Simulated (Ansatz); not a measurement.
Species: Mn, charge 1, septet.

Total energies in cc-pwCVQZ-DK, 14 correlated electrons, 5 frozen orbitals. UHF or UKS for unpaired electrons; spin-orbit terms are left out. The -DK rows use spin-free X2C, correlate 3s3p of the metal (1s2s2p frozen) and give its partners the cc-pVXZ-DK valence sets. Open-shell metal atoms are single determinants, not pure terms.

```csv
method,program,energy (Eh),minus CCSDT(Q) (mEh)
HF,Ansatz,-1157.16785,535.93
MP2,Ansatz,-1157.69900,4.78
CCSD,Ansatz,-1157.69180,11.99
CCSD(T),Ansatz,-1157.70385,-0.07
CCSDT(Q),Ansatz,-1157.70378,0.00
```

Ansatz is an electronic-structure program.
